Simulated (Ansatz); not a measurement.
CH$_{5}$ClOSi$_{2}$, SMILES `[SiH3]C1(Cl)O[SiH2]1`, relaxed with RKS PBE-D4/def2-SVP in the Gaussian-basis code of Ansatz from a rough embedded geometry. The force threshold is 0.03 eV/Å; the program also tests the step.

Total charge 0; spin multiplicity 1.

Start:

```xyz
10

Si   -0.953    0.277    1.105
C     0.024    0.646   -0.374
Cl   -0.746    1.682   -1.523
O     1.504    0.644   -0.354
Si    0.993   -0.781   -1.009
H    -0.144   -0.567    2.138
H    -2.114   -0.594    0.776
H    -1.404    1.454    1.823
H     1.482   -0.833   -2.447
H     1.357   -1.926   -0.136
```

```tsv
step	energy (eV)	largest force (eV/Å)	largest move (Å)
1	-31413.8868	2.016	0.000
2	-31414.3161	0.996	0.139
3	-31414.3869	0.692	0.100
4	-31414.4147	0.314	0.118
5	-31414.4243	0.126	0.088
6	-31414.4277	0.071	0.052
7	-31414.4282	0.062	0.038
8 (rejected)	-31414.4256	0.187	0.030
9	-31414.4285	0.006	0.005
```

End:

```xyz
10

Si   -1.046    0.262    1.208
C    -0.023    0.412   -0.387
Cl   -0.874    1.491   -1.585
O     1.370    0.721   -0.224
Si    1.218   -0.788   -1.061
H    -0.339   -0.702    2.123
H    -2.410   -0.265    0.871
H    -1.150    1.607    1.867
H     1.549   -0.762   -2.515
H     1.706   -1.976   -0.298
```

Hardware: 4 threads of an AMD EPYC 9R45 on a shared host. Wall time 5.5 s, peak host memory 0.18 GiB.
